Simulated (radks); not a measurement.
Species: Ir II. Configuration: [Xe] 4f14 5d7 6s1.

Method: scalar-relativistic Kohn-Sham, LDA (Slater exchange, Perdew-Wang correlation), spin-polarised, spherical densities, finite nucleus; open shells are filled with parallel spins first (spin-orbit coupling, left out, can overturn this in heavy ions); Fermi nuclear charge, rms radius 5.4032 fm; hard spherical wall at 10 bohr; computed with a radial shooting solver on a logarithmic mesh with Libxc functionals.

Energy parts (eV):
| part | energy |
|---|---|
| total | -484737.09 |
| kinetic | 538529.45 |
| electron-nucleus | -1202225.41 |
| Hartree | 188097.25 |
| exchange-correlation | -9138.37 |

Orbitals (lengths in bohr, moments of r in powers of bohr; r(max) is where P^2 peaks):
1s up: occ. 1; eigenvalue (eV) -76046.42; <1/r> 92.08; <r^4> 4.822e-07; <r> 0.01745; r(max) 0.01083
1s down: occ. 1; eigenvalue (eV) -76046.39; <1/r> 92.08; <r^4> 4.822e-07; <r> 0.01745; r(max) 0.01083
2s up: occ. 1; eigenvalue (eV) -13312.28; <1/r> 21.57; <r^4> 0.00007140; <r> 0.07367; r(max) 0.06235
2s down: occ. 1; eigenvalue (eV) -13312.09; <1/r> 21.57; <r^4> 0.00007140; <r> 0.07367; r(max) 0.06235
2p up: occ. 3; eigenvalue (eV) -11574.68; <1/r> 19.35; <r^4> 0.00005706; <r> 0.06626; r(max) 0.05139
2p down: occ. 3; eigenvalue (eV) -11574.53; <1/r> 19.35; <r^4> 0.00005706; <r> 0.06626; r(max) 0.05139
3s up: occ. 1; eigenvalue (eV) -3119.580; <1/r> 7.994; <r^4> 0.002600; <r> 0.1906; r(max) 0.1758
3s down: occ. 1; eigenvalue (eV) -3119.482; <1/r> 7.994; <r^4> 0.002600; <r> 0.1906; r(max) 0.1758
3p up: occ. 3; eigenvalue (eV) -2611.253; <1/r> 7.334; <r^4> 0.002828; <r> 0.1914; r(max) 0.1746
3p down: occ. 3; eigenvalue (eV) -2611.149; <1/r> 7.334; <r^4> 0.002828; <r> 0.1914; r(max) 0.1746
3d up: occ. 5; eigenvalue (eV) -2049.599; <1/r> 6.916; <r^4> 0.002175; <r> 0.1733; r(max) 0.1421
3d down: occ. 5; eigenvalue (eV) -2049.455; <1/r> 6.916; <r^4> 0.002175; <r> 0.1733; r(max) 0.1421
4s up: occ. 1; eigenvalue (eV) -671.3161; <1/r> 3.418; <r^4> 0.05943; <r> 0.4237; r(max) 0.3974
4s down: occ. 1; eigenvalue (eV) -671.1148; <1/r> 3.418; <r^4> 0.05941; <r> 0.4236; r(max) 0.3974
4p up: occ. 3; eigenvalue (eV) -504.4559; <1/r> 3.095; <r^4> 0.07935; <r> 0.4509; r(max) 0.4176
4p down: occ. 3; eigenvalue (eV) -504.2510; <1/r> 3.095; <r^4> 0.07927; <r> 0.4508; r(max) 0.4176
4d up: occ. 5; eigenvalue (eV) -299.1925; <1/r> 2.766; <r^4> 0.1125; <r> 0.4788; r(max) 0.4263
4d down: occ. 5; eigenvalue (eV) -298.9485; <1/r> 2.767; <r^4> 0.1121; <r> 0.4786; r(max) 0.4263
4f up: occ. 7; eigenvalue (eV) -70.9203; <1/r> 2.314; <r^4> 0.2679; <r> 0.5360; r(max) 0.3944
4f down: occ. 7; eigenvalue (eV) -70.5560; <1/r> 2.319; <r^4> 0.2619; <r> 0.5344; r(max) 0.3942
5s up: occ. 1; eigenvalue (eV) -107.1114; <1/r> 1.378; <r^4> 1.691; <r> 0.9787; r(max) 0.8907
5s down: occ. 1; eigenvalue (eV) -105.7569; <1/r> 1.384; <r^4> 1.666; <r> 0.9753; r(max) 0.8887
5p up: occ. 3; eigenvalue (eV) -63.9672; <1/r> 1.165; <r^4> 3.250; <r> 1.135; r(max) 1.003
5p down: occ. 3; eigenvalue (eV) -62.2978; <1/r> 1.172; <r^4> 3.194; <r> 1.130; r(max) 1.000
5d up: occ. 5; eigenvalue (eV) -16.3871; <1/r> 0.7863; <r^4> 20.00; <r> 1.667; r(max) 1.303
5d down: occ. 2; eigenvalue (eV) -14.3562; <1/r> 0.7861; <r^4> 21.55; <r> 1.678; r(max) 1.295
5f up: occ. 0; eigenvalue (eV) 0.8555; <1/r> 0.1908; <r^4> 1617; <r> 5.779; r(max) 5.873
5f down: occ. 0; eigenvalue (eV) 1.1184; <1/r> 0.1821; <r^4> 1770; <r> 5.974; r(max) 6.108
6s up: occ. 1; eigenvalue (eV) -14.5551; <1/r> 0.4769; <r^4> 95.49; <r> 2.654; r(max) 2.308
6s down: occ. 0; eigenvalue (eV) -12.8634; <1/r> 0.4623; <r^4> 111.3; <r> 2.737; r(max) 2.340
6p up: occ. 0; eigenvalue (eV) -7.8330; <1/r> 0.3597; <r^4> 281.1; <r> 3.469; r(max) 2.978
6p down: occ. 0; eigenvalue (eV) -6.7097; <1/r> 0.3375; <r^4> 355.5; <r> 3.674; r(max) 3.117
7s up: occ. 0; eigenvalue (eV) -2.8782; <1/r> 0.2252; <r^4> 1512; <r> 5.617; r(max) 5.679
7s down: occ. 0; eigenvalue (eV) -2.5263; <1/r> 0.2226; <r^4> 1615; <r> 5.714; r(max) 5.867

The highest occupied level is 5d down at -14.356 eV. Summed over all electrons, <r^2> = 52.04 bohr^2, which gives a Langevin (diamagnetic) susceptibility term of -41.2 x 10^-6 cm^3/mol. The pressure on the wall is 0.000215 GPa. The density falls to 0.001 e/bohr^3 at r = 4.07 bohr.
